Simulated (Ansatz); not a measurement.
Compare A (`B[SiH](Cl)O[SiH3]`) with its isomer B (`BO[SiH]([SiH3])Cl`).

Computed with Ansatz on PBE0-D4/def2-TZVP structures; ΔE is electronic, products minus reactants. CCSD(T)/CBS is the MP2 limit (def2-TZVPP, def2-QZVPP) plus CCSD(T) − MP2 in def2-TZVPP, frozen cores. Functionals use def2-TZVPP. B3LYP here is the variant with VWN-RPA as its local correlation; programs differ in this. One conformer a species, not always the lowest.

A:

Z-matrix (Å, degrees):
```
Si
Cl 1 2.077
O 1 1.626 2 110.0
B 1 1.996 2 98.9 3 119.6
H 1 1.484 2 106.2 3 -117.4
Si 3 1.642 1 145.4 2 -48.3
H 4 1.194 1 120.4 2 -88.0
H 4 1.195 1 120.7 2 86.3
H 6 1.486 3 110.1 1 -48.0
H 6 1.482 3 107.6 1 -167.6
H 6 1.484 3 109.9 1 72.6
```

B:

Z-matrix (Å, degrees):
```
Si
O 1 1.654
Cl 1 2.054 2 108.1
Si 1 2.336 2 108.8 3 117.9
H 1 1.485 2 109.1 3 -116.0
B 2 1.352 1 130.9 3 101.1
H 4 1.485 1 109.3 2 -59.7
H 4 1.487 1 109.7 2 60.8
H 4 1.486 1 108.8 2 -179.7
H 6 1.197 2 117.9 1 -179.6
H 6 1.203 2 119.8 1 0.8
```

Q: Which isomer does CCSD(T)/CBS put lower? Give the gap. (Best estimate.)

A: The calculation gave: B, by 11.7 kcal/mol.

Q: Give E(B) − E(A) in kcal/mol with B2PLYP, ωB97M-V, CCSD(T)/def2-TZVPP, B3LYP-D4, MP2/def2-TZVPP, PBE-D4, r2SCAN-D4. (An estimate is asked.)

A: Ansatz gave: B2PLYP -12.2, ωB97M-V -12.3, CCSD(T)/def2-TZVPP -12.1, B3LYP-D4 -12.7, MP2/def2-TZVPP -11.6, PBE-D4 -15.9, r2SCAN-D4 -13.2. None reverses the order clearly.

Largest T1 diagnostic: 0.013.

In def2-TZVPP, CCSD(T) changes the Hartree–Fock value by −4.0 kcal/mol (the triples alone add −0.9 kcal/mol) and MP2 by −3.5 kcal/mol. From PBE to PBE0 (25 % exact exchange), in def2-TZVPP and without D4, E(B) − E(A) moves by +1.5 kcal/mol.
